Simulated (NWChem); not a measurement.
# CH₇NSi; SMILES [SiH2](C)N

```xyz
10

Si    -0.4759     0.0661     0.0000
C      0.4499    -1.5836     0.0000
N      0.4781     1.5226     0.0000
H     -1.3317     0.1210     1.2186
H     -1.3317     0.1210    -1.2186
H      1.0869    -1.6913    -0.8861
H      1.0869    -1.6913     0.8861
H     -0.2624    -2.4191     0.0000
H      1.0000     1.7742    -0.8314
H      1.0000     1.7742     0.8314
```
Atoms are numbered in this order, from 1.

All runs use the structure optimised with B3LYP/6-31G* (spherical d).

 Unshifted, non-relativistic core excitations; the lowest 4 roots alone, so stronger bands may lie above.

Task: List the first N K-edge excitations from BHandHLYP/6-311G** (spherical d), restricted-window TDA (NWChem).

Result: 
| state | energy (eV) | dipole oscillator strength | leading excitation (squared amplitude) |
|---|---|---|---|
| S1 | 399.0 | 0.0081 | 1s of atom 3 or its equivalents → LUMO (0.87) |
| S2 | 400.1 | 0.0422 | 1s of atom 3 or its equivalents → LUMO+2 (0.38) |
| S3 | 400.9 | 0.0367 | 1s of atom 3 or its equivalents → LUMO+3 (0.47) |
| S4 | 401.0 | 0.0139 | 1s of atom 3 or its equivalents → LUMO+1 (0.75) |
